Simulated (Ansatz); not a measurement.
ZnMeF (CH3FZn). Total charge 0; singlet. Geometry PBE-D4/def2-TZVP.

```
atom   x (Å)   y (Å)   z (Å)
 Zn1   0.514  -1.044   0.122
  C2  -0.328   0.666  -0.078
  H3  -0.638   1.048   0.903
  H4  -1.213   0.575  -0.721
  H5   0.373   1.378  -0.533
  F6   1.292  -2.623   0.307
```

(1) Estimate the orbital energies around the gap (eV) in Ansatz with PBE-D4/def2-TZVP, BLYP-D4/def2-TZVP, r2SCANh-D4/def2-TZVP, PBE0-D4/def2-TZVP, r2SCAN0-D4/def2-TZVP.

## Answers

(1) 
| orbital | PBE-D4/def2-TZVP | BLYP-D4/def2-TZVP | r2SCANh-D4/def2-TZVP | PBE0-D4/def2-TZVP | r2SCAN0-D4/def2-TZVP |
| --- | --- | --- | --- | --- | --- |
| HOMO−13 | -83.58 | -83.45 | -88.20 | -89.25 | -91.15 |
| HOMO−12 | -26.99 | -26.81 | -29.68 | -30.38 | -31.43 |
| HOMO−11 | -17.13 | -16.98 | -18.80 | -19.42 | -19.98 |
| HOMO−10 | -12.37 | -12.29 | -13.70 | -14.89 | -15.19 |
| HOMO−9 | -12.04 | -11.99 | -13.49 | -14.80 | -15.12 |
| HOMO−8 | -12.04 | -11.99 | -13.49 | -14.80 | -15.12 |
| HOMO−7 | -11.87 | -11.82 | -13.36 | -14.71 | -15.03 |
| HOMO−6 | -11.87 | -11.82 | -13.36 | -14.71 | -15.03 |
| HOMO−5 | -9.85 | -9.78 | -10.76 | -11.37 | -11.60 |
| HOMO−4 | -9.85 | -9.78 | -10.76 | -11.37 | -11.60 |
| HOMO−3 | -8.95 | -8.88 | -9.91 | -10.71 | -10.95 |
| HOMO−2 | -7.89 | -7.82 | -9.01 | -9.80 | -10.11 |
| HOMO−1 | -7.89 | -7.82 | -9.01 | -9.80 | -10.11 |
| HOMO | -7.62 | -7.51 | -8.27 | -8.77 | -8.93 |
| LUMO | -1.41 | -1.42 | -0.74 | -0.56 | -0.32 |
| LUMO+1 | -0.65 | -0.65 | -0.04 | 0.08 | 0.31 |
| LUMO+2 | -0.65 | -0.65 | -0.04 | 0.08 | 0.31 |
| LUMO+3 | 0.74 | 0.69 | 1.74 | 1.50 | 2.01 |
| LUMO+4 | 2.10 | 2.07 | 3.16 | 2.95 | 3.49 |
| LUMO+5 | 2.10 | 2.07 | 3.16 | 2.95 | 3.49 |
